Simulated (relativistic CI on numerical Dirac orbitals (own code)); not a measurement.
## Hf³⁺: 5p photoemission

Computed with this model: Dirac-Coulomb-Breit CI, KLI orbitals optimised for each configuration, a model potential for QED, valence Slater integrals scaled by 0.8, multiplet model of photoemission in the sudden approximation; configurations [Xe] 4f14 5d → [Kr] 4d10 4f14 5s2 5p5 5d; 300 K; Lorentzian 1.5 eV and Gaussian 0.6 eV FWHM. Energies are those of the free ion, without screening or charge transfer. The energies are binding energies and can lie tens of eV above those of solids. S is read from ⟨S²⟩ = S(S + 1).

Field parameters in Wybourne normalisation: D3d B²₀ = −7Dσ, B⁴₀ = −14Dq − 21Dτ, B⁴₃ = −14√(10/7) Dq. The field is a parameter set, without covalency.

free ion: ground-state S = 0.50, centroid 69.13 eV. Peaks (eV, height): 66.0 (100), 70.4 (16), 74.0 (44), 79.0 (21).

D3d, 10Dq = 34850, Dσ = -1200, Dτ = -200 cm⁻¹: ground-state S = 0.50, centroid 69.19 eV. Peaks (eV, height): 66.0 (100), 74.2 (48), 77.0 (19), 81.6 (6).

Strongest unbroadened transitions for free ion:

```
Energy (eV)  Relative strength
      64.47               14.7
      65.03               36.2
      66.03               34.0
      66.08              100.0
      66.76               39.5
      67.65                2.1
      70.42               17.4
      73.94               73.1
      74.72                0.4
      75.14                0.8
      79.10               34.6
```
